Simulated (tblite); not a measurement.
Compound: C4H3F3O2 (charge +1 and doublet state).
Atom-mapped SMILES: `[O:1]=[CH:2][O:3][CH+:4][CH:5][C:6]([F:7])([F:8])[F:9]` (hydrogens: H10 on C2; H11 on C4; H12 on C5)

Structure optimised with GFN2-xTB, isolated species. This method treats the open shell by occupation alone, without spin polarisation.

Problem. What internal coordinates does the optimisation give?

Solution. 
```
        bond  length (bohr)   order
       O1=C2          2.250  double
       C2–O3          2.501  single
       O3–C4          2.549  single
       C4–C5          2.515  single
       C5–C6          2.915  single
C6–F7, C6–F9          2.508  single
       C6–F8          2.481  single
      C2–H10          2.106  single
      C4–H11          2.070  single
      C5–H12          2.078  single
```

Bonds in one row agree within 0.02 bohr and their mean is given. Orders are formal, as drawn. A selection of angles:
```
    angle  degrees
 O1–C2–O3    126.1
O1–C2–H10    124.0
O3–C2–H10    109.9
 C2–O3–C4    118.4
 O3–C4–C5    126.3
O3–C4–H11    110.3
C5–C4–H11    123.5
 C4–C5–C6    123.2
C4–C5–H12    124.3
C6–C5–H12    112.2
 C5–C6–F7    110.6
 C5–C6–F9    107.0
 F7–C6–F8    109.6
 F7–C6–F9    108.4
```

Dihedral angles: O1–C2–O3–C4 -6° (synperiplanar); C2–O3–C4–C5 -1° (synperiplanar); O3–C4–C5–C6 169° (antiperiplanar); C4–C5–C6–F7 -20° (synperiplanar). The mirror-image conformer, all signs reversed, is as good.

The C–C distances run from 1.331 Å (C4–C5, drawn single) to 1.543 Å (C5–C6, drawn single), a spread of 0.212 Å. C5 (carbon bonded to 2 C and H) is planar (angles 124.3°, 123.2° and 112.2°, sum 359.8°, 0.03 Å off the plane of its three neighbours). C2 (carbon bonded to 2 O and H) is planar (angles 126.1°, 124.0° and 109.9°, sum 360.0°, 0.00 Å off the plane of its three neighbours). Of the pairs four or more bonds apart, O1···H12 is among the closest relative to their van der Waals radii: 1.96 Å, 72 % of the sum of Bondi's values. The C–O distances run from 1.190 Å (O1=C2, drawn double) to 1.349 Å (O3–C4, drawn single), a spread of 0.159 Å. C4 (carbon bonded to C, O and H) is planar (angles 126.3°, 123.5° and 110.3°, sum 360.0°, 0.00 Å off the plane of its three neighbours).

Point group: C1 (no symmetry element, even within 0.4 Å). Its lowest GFN2-xTB frequency is 13 cm⁻¹, too small to tell a flat minimum from a shallow saddle.

These are computed values.
